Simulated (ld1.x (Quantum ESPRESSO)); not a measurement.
**Which change was made? (Si, TM)**

ld1.x (Quantum ESPRESSO) 7.5 input, shortened:

```
&input
   title='Si', zed=14., rel=0, dft='PBE', iswitch=3,
   config='[Ne] 3s2 3p0.5 3d-2'
 /
 &inputp
   pseudotype=2, tm=.true., lloc=1,
   nlcc=.true.
 /
3
3S  1  0   2.00   0.00  1.55  1.55  0.0
3D  3  2  -2.00   0.05  1.70  1.70  0.0
3P  2  1   0.50   0.00  1.80  1.80  0.0
 &test
   configts(1)='3s2 3p0.5'
 /
```

Cutoffs, loose and tight: the cutoffs (Ry, on a coarse ladder) from which the occupation-weighted sum of valence levels, in a spherical-Bessel basis at the reference potential, stays within 10 and 1 mRy of its value at 400 Ry. They do not see the model core or the augmentation charge, which bear on the density cutoff. Test errors are all-electron minus pseudo excitation energies from the reference, over the configurations 3s2 3p2; 3s2 3p1; 3s2 3p0; 3s2 3p1.5; 3s1 3p0; 3s1 3p3; 3s1 3p2; variants that change the core or the reference have their own tests.

The base gives: outcome: generated; cutoff, loose: 15 Ry; cutoff, tight: 40 Ry; bound ghosts: none; largest test error (meV): +35.

(1) After one change the result is: outcome: generated; cutoff, loose: 35 Ry; cutoff, tight: 80 Ry; bound ghosts: none; largest test error (meV): +34. Which change was it?
A. all radii but the core radius scaled by about 0.79 (s 1.22, p 1.42, d 1.34 bohr)
B. all radii but the core radius scaled by about 0.89 (s 1.38, p 1.60, d 1.52 bohr)
C. all radii but the core radius scaled by about 1.38 (s 2.14, p 2.48, d 2.34 bohr)

Results:

(1) B. The others give: all radii but the core radius scaled by about 1.38 (s 2.14, p 2.48, d 2.34 bohr) → outcome: generated; cutoff, loose: 12 Ry; cutoff, tight: 30 Ry; bound ghosts: none; largest test error (meV): +15 | all radii but the core radius scaled by about 0.79 (s 1.22, p 1.42, d 1.34 bohr) → outcome: generated; cutoff, loose: 50 Ry; cutoff, tight: 140 Ry; bound ghosts: none; largest test error (meV): +36.
